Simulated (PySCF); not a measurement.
Run record: geometry optimisation, `[O]=[Ru](=[O])(=[O])=[O]`.

Computed with PBE0-D3(BJ)/def2-SVP geometry optimisation, gas phase, def2 core potentials past Kr (PySCF 2.14.0). Start geometry: GFN2-xTB. A driver script takes a list of jobs; this job's settings line and coordinates (Å) are shown.

Input:
```
{"job": {"xc": "PBE0", "basis": "def2-SVP", "d3": "d3bj", "grid": 1, "maxiter": 30, "kind": "geom"}, "charge": 0, "multiplicity": 1}
Ru     0.000040     0.000090     0.000170
O      0.009950    -0.016970     1.603950
O      1.508730     0.009700    -0.544120
O     -0.763100     1.312900    -0.516050
O     -0.755630    -1.305720    -0.543950
```

Output:
```
step   0  E = -395.10973731  max force = 0.082919
step   1  E = -395.12445420  max force = 0.029134
step   2  E = -395.12739415  max force = 0.005200
step   3  E = -395.12747679  max force = 0.000443
step   4  E = -395.12747852  max force = 0.000050
optimisation converged
```

Energies in Eh; «max force» is the largest Cartesian gradient component in Eh/bohr.

Q: How much energy does the optimisation release, in kcal/mol?

A: E(step 0) − E(last step) = 0.017741 Eh, which is 11.1 kcal/mol.

Q: Give the first gradient maximum in eV/Å.

A: With 1 Eh/bohr = 51.422 eV/Å, 4.264 eV/Å.

Summary of the converged run: final energy -395.12748 Eh after 4 steps; dipole 0.00 D.

Q: Estimate the wall time. Hardware: an Intel Xeon Platinum 8375C at 2.90 GHz with one thread, shared host with 48 logical CPUs at a one-minute load of 13. And the peak memory of the process?

A: About 18 s, with 0.35 GiB resident at the peak, the Python interpreter and its libraries included.
Labels such as C1 count atoms from 1, the log's own numbers from 0.
